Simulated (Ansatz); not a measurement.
Reaction (ligand exchange at the Si–O bond): `[SiH3]OBCl` + `[CH3][Ga]([CH3])[OH]` → `[CH3][Ga]([CH3])[O][SiH3]` + `OBCl`

Gas-phase electronic energies from Ansatz, PBE0-D4/def2-TZVP geometries. CCSD(T)/CBS adds triple-zeta CCSD(T) − MP2 to the extrapolated MP2 energy (def2 sets, frozen cores). This one scheme is used for every species. Functionals use def2-TZVPP. HSE06 is defined as in plane-wave codes. For Ga outer-core shells are correlated without core-valence functions, which leaves a few kJ/mol of doubt a bond. Scalar relativity is left out up to krypton. One conformer a species, not always the lowest.

Task: Is it downhill or uphill in electronic energy at CCSD(T)/CBS, and by how much? (Best estimate.)

Result: Ansatz gave: Downhill: ΔE = -20.1 kJ/mol.

Task: What do these levels give: revPBE-D4, r2SCAN-D4, r2SCAN0-D4, ωB97X-V, PBE-QIDH, HSE06, CAM-B3LYP, SCS-MP2/def2-TZVPP, CCSD/def2-TZVPP, CCSD(T)/def2-TZVPP, MP2/CBS(def2), CCSD/CBS(def2)? (An estimate is asked.)

Result: The calculation gave: revPBE-D4 -21.1, r2SCAN-D4 -22.6, r2SCAN0-D4 -24.0, ωB97X-V -21.7, PBE-QIDH -23.4, HSE06 -22.6, CAM-B3LYP -21.7, SCS-MP2/def2-TZVPP -22.5, CCSD/def2-TZVPP -23.1, CCSD(T)/def2-TZVPP -22.6, MP2/CBS(def2) -19.7, CCSD/CBS(def2) -20.6 kJ/mol.

Largest T1 diagnostic among the species: 0.013.

From BLYP to BHLYP (50 % exact exchange), in def2-TZVPP and without D4, ΔE moves by −3.9 kJ/mol. At CCSD(T), def2-SVP lies −6.9 kJ/mol from the extrapolated value and def2-TZVPP −2.5 kJ/mol.
